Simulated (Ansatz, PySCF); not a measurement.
System: F₂S, singlet: symmetric bend, bond length relaxed. Scanned: F-S-F angle. Other coordinates (S-F bond length) were minimised at B3LYP/def2-TZVP.

RKS-PBE/aug-cc-pVQZ = restricted PBE/aug-cc-pVQZ (Ansatz, an electronic-structure program); PBE0/def2-TZVP, density fitting (PySCF); CCSD(T)/aug-cc-pVQZ = Ansatz with CCSD(T) on RHF/aug-cc-pVQZ, frozen core.

Energies relative to the lowest point of each profile, in mEh; the last columns give the difference from CCSD(T):

| a / ° | RKS-PBE/aug-cc-pVQZ | PBE0 | CCSD(T)/aug-cc-pVQZ | RKS-PBE/aug-cc-pVQZ − CCSD(T)/aug-cc-pVQZ | PBE0 − CCSD(T)/aug-cc-pVQZ |
|---|---|---|---|---|---|
| 180 | 77.2 | 92.5 | 91.5 | -14.4 | 1.0 |
| 167 | 71.8 | 85.9 | 85.5 | -13.8 | 0.4 |
| 157 | 61.6 | 73.5 | 73.9 | -12.3 | -0.4 |
| 147 | 48.4 | 57.7 | 58.7 | -10.3 | -1.0 |
| 137 | 34.3 | 40.9 | 42.2 | -7.9 | -1.3 |
| 127 | 20.8 | 25.0 | 26.2 | -5.4 | -1.3 |
| 117 | 9.5 | 11.7 | 12.7 | -3.2 | -1.0 |
| 107 | 1.9 | 2.7 | 3.2 | -1.3 | -0.6 |
| 97 | 0.0 | 0.0 | 0.0 | 0.0 | 0.0 |
| 87 | 6.5 | 6.9 | 6.1 | 0.4 | 0.8 |
| 80 | 18.4 | 20.2 | 18.6 | -0.2 | 1.5 |

RKS-PBE/aug-cc-pVQZ is furthest from CCSD(T)/aug-cc-pVQZ at 180 (-14.4 mEh, below); its mean absolute difference over the points is 6.3 mEh.

PBE0 is furthest from CCSD(T)/aug-cc-pVQZ at 80 (1.5 mEh, above); its mean absolute difference over the points is 0.8 mEh.
